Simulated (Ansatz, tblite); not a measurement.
Cost and result up the ladder for the cluster Te₄ (the lowest singlet isomer of a short search) (4 atoms). Total charge 0; singlet. Geometry: PBE-D4/def2-SVP.

```xyz
4

Te   -0.8006   -0.6970    1.6174
Te    1.1101   -1.5633   -0.2586
Te   -0.0468    0.4181   -1.8883
Te   -0.2626    1.8422    0.5295
```

Ansatz on 4 threads of Arm Neoverse N1 on a shared host; xTB runs through tblite on one thread. Times are rough, summed over both states, and most runs start from the orbitals of an earlier one. B2PLYP/def2-TZVP serves as the yardstick here, not as an exact answer. The other state is a quintet at its own geometry.

In the def2 sets Te takes a core potential; there is no spin–orbit coupling. The xTB rows come from tblite. Correlated methods freeze 16 core orbitals; core or outer-core shells of Te are correlated, in sets that lack core-valence functions. The structure comes from a short search, and lower isomers may exist.

Run but left out: HF/def2-SVP, HF/def2-TZVP, MP2/def2-SVP, MP2/def2-TZVP (quintet: a determinant that CCSD turns far, T1 0.051).

Correlated methods converge slowly with the basis.

xTB has no spin-polarisation term.

```
                          level  functions  quintet − singlet (eV)  difference from B2PLYP/def2-TZVP (eV)
                       GFN2-xTB         36                    4.06                                   2.24
PBE0-D4/def2-TZVP (with forces)        200                    1.85                                   0.03
               PBE-D4/def2-TZVP        200                    1.40                                  -0.42
               B2PLYP/def2-TZVP        200                    1.82                                   0.00
                       GFN1-xTB         36                    3.62                                   1.80
            r2SCAN-D4/def2-TZVP        200                    1.41                                  -0.41
               B97M-V/def2-TZVP        200                    1.61                                  -0.21
```

(1) Estimate how long each takes.

Answers

(1) GFN1-xTB 0.011 s; GFN2-xTB 0.014 s; PBE-D4/def2-TZVP 11 s; r2SCAN-D4/def2-TZVP 28 s; PBE0-D4/def2-TZVP (with forces) 37 s; B97M-V/def2-TZVP 48 s; B2PLYP/def2-TZVP 56 s. On shared hardware such times vary by a factor of up to 3.
